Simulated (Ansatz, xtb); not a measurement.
**C5H5NO: which of two isomers lies lower**

Structure a is `C=C[C@@H]1O[C@H]1C#N`, a singlet and structure b is `C=C[C@@]1(C#N)CO1`, a singlet. Both are isolated molecules in the gas phase, relaxed with B3LYP/def2-SVP, each in the lowest conformer that the search found.

a (Å):

```xyz
12

C     0.7845    1.7665    0.9191
C     0.8493    0.4412    1.0771
C    -0.2823   -0.3787    1.5632
C    -0.4869   -1.7741    1.0824
C    -1.8225   -2.3412    0.9984
N    -2.8861   -2.7938    0.9147
O     0.0291   -1.5116    2.3742
H    -0.1248    2.3276    1.1570
H     1.6373    2.3384    0.5454
H     1.7696   -0.1078    0.8480
H    -1.1794    0.1714    1.8781
H     0.2255   -2.1964    0.3604
```

b (Å):

```yaml
atoms:
  - { symbol: C, position_ang: [1.9628, 1.3817, -0.8612] }
  - { symbol: C, position_ang: [1.1839, 0.4372, -0.3291] }
  - { symbol: C, position_ang: [1.4367, -0.2665, 0.9604] }
  - { symbol: C, position_ang: [2.6855, 0.0471, 1.6494] }
  - { symbol: C, position_ang: [0.3027, -0.7656, 1.7837] }
  - { symbol: N, position_ang: [3.6754, 0.3141, 2.1888] }
  - { symbol: O, position_ang: [1.0667, -1.6516, 0.9953] }
  - { symbol: H, position_ang: [1.7018, 1.8524, -1.8118] }
  - { symbol: H, position_ang: [2.8817, 1.7166, -0.3713] }
  - { symbol: H, position_ang: [0.2719, 0.1044, -0.8352] }
  - { symbol: H, position_ang: [0.4287, -0.8514, 2.8707] }
  - { symbol: H, position_ang: [-0.7186, -0.5625, 1.4345] }
```

Quicker runs give these differences E(b) − E(a): GFN2-xTB +0.040 eV; HF/STO-3G +0.038 eV (at GFN2-xTB geometries); r2SCAN-D4/def2-SVP +0.023 eV (at GFN2-xTB geometries).

Estimate E(b) − E(a) at the level CCSD(T)/def2-SVP + ΔMP2/def2-TZVPP.

CCSD(T)/def2-SVP + ΔMP2/def2-TZVPP gives E(b) − E(a) = −0.003 eV, slightly favouring structure b, which is too small a margin to settle the true order.

Level by level:

```csv
level,geometry,E(b) − E(a) (eV),departure from the last row (eV),"job, with rough time for the two"
GFN2-xTB,GFN2-xTB,+0.040,+0.043,"optimisation, 0.93 s"
HF/STO-3G,GFN2-xTB,+0.038,+0.040,"single point, 1.5 s"
r2SCAN-D4/def2-SVP,GFN2-xTB,+0.023,+0.026,"single point, 9 s"
B3LYP/def2-SVP,B3LYP/def2-SVP,+0.059,+0.062,"optimisation, 2.3 min"
HF/def2-SVP,B3LYP/def2-SVP,+0.053,+0.056,part of the CCSD(T) run
MP2/def2-SVP,B3LYP/def2-SVP,−0.016,−0.013,part of the CCSD(T) run
CCSD(T)/def2-SVP,B3LYP/def2-SVP,−0.004,−0.002,single point
CCSD(T)/def2-SVP + ΔMP2/def2-TZVPP,B3LYP/def2-SVP,−0.003,,"single point, 2.2 min"
```

As drawn, both hold the same kinds of bond in the same numbers.

The largest departure from CCSD(T)/def2-SVP + ΔMP2/def2-TZVPP is that of B3LYP/def2-SVP, 0.062 eV. The last row adds to CCSD(T) the change of the MP2 difference between the two basis sets, here +0.002 eV.

With thermal terms from frequencies at re-optimised GFN2-xTB minima (ideal gas, soft modes damped towards free rotors, one conformer each, 298.15 K, 1 atm): the zero-point term adds −0.003 eV; ΔH is −0.005 and ΔG −0.003 eV.

The correlated steps freeze 7 core orbitals. Run with Ansatz 0.2.0, xtb 6.7.1; the last row on 2 threads of Intel(R) Xeon(R) Processor @ 2.50GHz (Skylake/Cascade Lake) on a shared host.
